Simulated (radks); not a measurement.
Problem. Valence configurations of Cl3+ (all share [Ne]). Method: scalar-relativistic Kohn-Sham, PBE, spin-polarised, spherical densities, point nucleus; open shells are filled with parallel spins first; computed with a radial shooting solver on a logarithmic mesh with Libxc functionals. Order these by energy: 3p4; 3s0.5 3p3.5; 3s2 3p2; 3s1 3p3; 3s1.5 3p2.5.

Solution. From the lowest, in eV above it: 3s2 3p2 0.000; 3s1.5 3p2.5 4.870; 3s1 3p3 8.910; 3s0.5 3p3.5 18.686; 3p4 27.604. NIST lists [Ne] 3s2 3p2 as the ground configuration; this level of theory agrees among the configurations tried. The energies are those of spherical high-spin densities, not of single terms.
